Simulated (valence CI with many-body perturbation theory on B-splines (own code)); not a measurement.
Te XXXVIII: calculated level list

Computed by valence CI with perturbative core correlation (CI+MBPT): five valence electrons over a frozen Dirac-Fock core [Ne], radial functions for each j: 11 s, 11 p, 10 d, 8 f, 5 g, 2 h, with the one-electron correlation potential Σ1, the two-electron term Σ2, the three-electron term Σ3, Breit, model QED; selected CI, second order for the rest, scaled by the run's own slope (own B-spline code, finite nucleus).

The last digits are not significant, and no measured levels were compared; by estimate large intervals hold to a few tenths of a per cent, small ones and those within an open d or f shell to about a per cent. Among the levels kept, up to 4700 cm⁻¹ of a level comes from second order outside the variational space, and about a tenth of that is noise between levels of different J, which matters for small intervals.

Levels 136 to 169 of 169, with energies above the lowest level, (3s^2 3p1/2^2 3p3/2) J=3/2. "Leading %" is the weight of the configuration and term that name the level; weights of strongly mixed levels are sums over their largest components and can fall short. In the jj column 3d3/2^4 stands for four electrons in 3d with j = 3/2.

```csv
No.,Configuration,Term,J,E (Ry),Leading %,Second component,Leading jj,g
136,3s2 3p 3d2,2H°,11/2,34.064,88,10 % 3s2 3p 3d2 4G°,3s^2 3p3/2 3d5/2^2 (50 %),1.105
137,3s 3p2 3d2,6G,7/2,34.293,37,21 % 3s 3p2 3d2 6F,3s 3p1/2^2 3d3/2 3d5/2 (75 %),1.249
138,3s2 3p 3d2,2G°,7/2,34.359,35,30 % 3s2 3p 3d2 4D°,3s^2 3p3/2 3d3/2 3d5/2 (58 %),1.148
139,3s2 3p 3d2,2P°,1/2,34.380,57,14 % 3s2 3p 3d2 4D°,3s^2 3p3/2 3d5/2^2 (62 %),0.726
140,3s2 3p 3d2,2F°,5/2,34.466,24,8 % 3s2 3p 3d2 2D°,3s^2 3p3/2 3d3/2 3d5/2 (57 %),1.086
141,3s 3p2 3d2,6G,5/2,34.645,20,6 % 3s 3p2 3d2 4D,3s 3p1/2^2 3d3/2 3d5/2 (61 %),1.227
142,3s2 3p 3d2,2P°,3/2,34.678,20,11 % 3s 3p3 3d 2P°,3s 3p3/2^3 3d5/2 (45 %),1.100
143,3s 3p3 3d,2S°,1/2,34.716,31,24 % 3s2 3p 3d2 2S°,3s^2 3p3/2 3d3/2 3d5/2 (37 %),1.998
144,3s2 3p 3d2,2G°,9/2,34.779,48,14 % 3s 3p3 3d 2G°,3s^2 3p3/2 3d5/2^2 (35 %),1.129
145,3s 3p3 3d,2F°,7/2,34.846,24,14 % 3s2 3p 3d2 2G°,3s 3p3/2^3 3d5/2 (27 %),1.158
146,3s 3p3 3d,2P°,3/2,34.853,16,12 % 3s 3p3 3d 4P°,3s^2 3p3/2 3d3/2 3d5/2 (31 %),1.393
147,3s2 3p 3d2,2D°,3/2,34.878,31,14 % 3s2 3p 3d2 4D°,3s^2 3p3/2 3d3/2 3d5/2 (57 %),1.013
148,3s 3p2 3d2,6D,3/2,34.899,32,12 % 3s 3p2 3d2 4P,3s 3p1/2^2 3d3/2 3d5/2 (68 %),1.460
149,3s 3p3 3d,2F°,5/2,35.039,10,10 % 3s2 3p 3d2 2F°,3s^2 3p3/2 3d3/2 3d5/2 (26 %),1.168
150,3s 3p2 3d2,6D,3/2,35.101,21,10 % 3p4 3d 4D,3s 3p1/2^2 3d3/2 3d5/2 (48 %),1.441
151,3s 3p2 3d2,4F,9/2,35.151,26,18 % 3s 3p2 3d2 6F,3s 3p1/2^2 3d3/2 3d5/2 (58 %),1.312
152,3s2 3p 3d2,2F°,5/2,35.190,24,18 % 3s2 3p 3d2 2D°,3s^2 3p3/2 3d5/2^2 (32 %),1.196
153,3s2 3p 3d2,2G°,9/2,35.274,62,20 % 3s2 3p 3d2 4F°,3s^2 3p3/2 3d3/2 3d5/2 (51 %),1.169
154,3p4 3d,2P,1/2,35.292,13,11 % 3p4 3d 4P,3s 3p1/2^2 3d3/2 3d5/2 (40 %),1.213
155,3s 3p2 3d2,2F,5/2,35.348,15,12 % 3s 3p2 3d2 6D,3s 3p1/2^2 3d3/2 3d5/2 (69 %),1.318
156,3s2 3p 3d2,2P°,1/2,35.394,46,17 % 3s 3p3 3d 4D°,3s^2 3p3/2 3d3/2 3d5/2 (43 %),0.489
157,3s 3p2 3d2,4H,7/2,35.436,15,11 % 3p4 3d 4F,3s 3p1/2^2 3d3/2 3d5/2 (53 %),1.072
158,3s 3p3 3d,2F°,7/2,35.483,30,8 % 3s 3p3 3d 4D°,3s 3p3/2^3 3d5/2 (49 %),1.198
159,3s2 3p 3d2,2D°,3/2,35.484,31,16 % 3s2 3p 3d2 4S°,3s^2 3p3/2 3d3/2 3d5/2 (53 %),1.206
160,3s2 3p 3d2,2D°,5/2,35.655,37,9 % 3s 3p3 3d 2D°,3s^2 3p3/2 3d3/2 3d5/2 (50 %),1.163
161,3s2 3p 3d2,2P°,3/2,35.678,22,12 % 3s 3p3 3d 2D°,3s^2 3p3/2 3d5/2^2 (39 %),1.081
162,3s2 3p 3d2,2F°,7/2,35.963,27,12 % 3s 3p3 3d 2F°,3s 3p3/2^3 3d5/2 (37 %),1.195
163,3s 3p2 3d2,4F,3/2,36.109,19,16 % 3p4 3d 2D,3p1/2^2 3p3/2^2 3d3/2 (30 %),0.818
164,3s 3p2 3d2,4F,9/2,36.205,16,14 % 3p4 3d 4F,3s 3p1/2^2 3d5/2^2 (42 %),1.239
165,3s 3p3 3d,2D°,5/2,36.251,39,29 % 3s 3p3 3d 2F°,3s 3p3/2^3 3d3/2 (39 %),1.048
166,3s 3p2 3d2,4H,7/2,36.476,24,20 % 3p4 3d 4D,3s 3p1/2^2 3d5/2^2 (32 %),1.070
167,3p4 3d,4D,5/2,36.509,21,18 % 3s 3p2 3d2 4G,3s 3p1/2^2 3d3/2 3d5/2 (20 %),1.097
168,3s2 3p 3d2,2P°,3/2,36.517,35,10 % 3s 3p3 3d 2P°,3s^2 3p3/2 3d5/2^2 (39 %),1.184
169,3s2 3p 3d2,2D°,5/2,36.532,31,24 % 3s2 3p 3d2 2F°,3s^2 3p3/2 3d5/2^2 (47 %),1.072
```

Where two levels of one J and parity lie close, their mixing, g and order are uncertain.
